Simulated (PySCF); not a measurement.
Species: [VO4]3- (charge -3 and singlet state).
SMILES: `[O]=[V-3](=[O])(=[O])=[O]`

The closed-shell ground state was solved at several levels (PySCF, density fitting, gas phase, non-relativistic). Isolated species at its PBE0-D3(BJ)/def2-SVP geometry, gas phase. Whether so highly charged an anion holds all its electrons in the gas phase wasn't checked; a finite basis holds them in any case. No counter-ion or solvent screens the charge of this multiply charged ion. The geometry's basis has no diffuse functions, a weakness for an anion. The HOMO energy is positive, so at this level the finite basis confines the outermost electrons. No diffuse functions stand in pcJ-1 (pcSseg-1 on V) and pcSseg-1 (pcSseg-2 on V), which bears on an anion's orbital energies.

```tsv
level	basis functions	total energy (Eh)	HOMO (eV)	LUMO (eV)	gap (eV)
PBE/pcJ-1 (pcSseg-1 on V)	153	-1244.0165	12.11	13.33	1.22
PBE0/pcSseg-1 (pcSseg-2 on V)	141	-1244.0755	10.25	14.87	4.62
PBE/pcSseg-1 (pcSseg-2 on V)	141	-1244.1423	11.85	14.26	2.41
```

What might B3LYP/pcSseg-1 (pcSseg-2 on V) (141 basis functions) give for the same quantities?

Total energy -1244.6443 Eh, HOMO 10.56 eV, LUMO 14.60 eV, gap 4.04 eV.

Over all these levels, which gives the widest orbital gap and which the narrowest?

PBE0/pcSseg-1 (pcSseg-2 on V) (global hybrid, 25 % exact exchange) has the widest, 4.62 eV, and PBE/pcJ-1 (pcSseg-1 on V) (GGA) the narrowest, 1.22 eV. Functional and basis both differ between the two, so the spread mixes both effects.

In the pcSseg-1 (pcSseg-2 on V) basis, how does the gap go with the fixed share of exact exchange?

PBE (0 %) 2.41 eV; B3LYP (20 %) 4.04 eV; PBE0 (25 %) 4.62 eV. Each rise in the share widens the gap here.
